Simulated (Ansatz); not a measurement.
Ideal-gas functions of C₂H₃FOSi, SMILES `O[SiH]1C=C1F` at 400 K and 1 bar, from an Ansatz frequency run at PBE0-D4/def2-TZVP.

Molar mass 90.13 g/mol, point group C1 (symmetry number 1), electronic degeneracy 1, moments of inertia 48.583, 203.622, 223.635 u Å². Harmonic wavenumbers (cm⁻¹, unscaled): 169, 266, 339, 387, 438, 644, 655, 720, 805, 883, 909, 942, 1033, 1244, 1638, 2286, 3215, 3907.

Use S(trans) = R[1.5 ln M + 2.5 ln T − 1.1517]; rotational temperatures θ = 24.2544 K / I; S(rot) = R[ln(√π/σ · √(T³/θAθBθC)) + 1.5]; for each mode x = 1.438777 ν̃/T, S = R[x/(eˣ − 1) − ln(1 − e⁻ˣ)] and H = RT x/(eˣ − 1); 1 cm⁻¹ = 0.0119627 kJ/mol; R = 8.31446 J/(mol·K).

**Question.** By hand: the entropy, in J/(mol·K).

**Answer.** Translation 171.1. Rotation: θ = 0.4992, 0.1191, 0.1085 K, giving 112.9. Vibration, mode by mode: 12.58, 8.99, 7.16, 6.20, 5.34, 2.97, 2.88, 2.40, 1.88, 1.51, 1.40, 1.27, 0.98, 0.52, 0.16, 0.02, 0.00, 0.00, in all 56.3. Electronic 0.0. Sum 340.3 J/(mol·K).

**Question.** By hand: H − E and G − E in kJ/mol, counted from the electronic energy.

**Answer.** Zero-point energy ½ × 20480 × 0.0119627 = 122.5; thermal vibration 13.8; translation, rotation and pV give 4 RT = 13.3. H − E = 149.6 kJ/mol, and G − E = 149.6 − 400 × 340.3/1000 = 13.5 kJ/mol.

Vibration gives 17 % of the entropy. The sum counts one conformer and one mirror image; others add a mixing term.
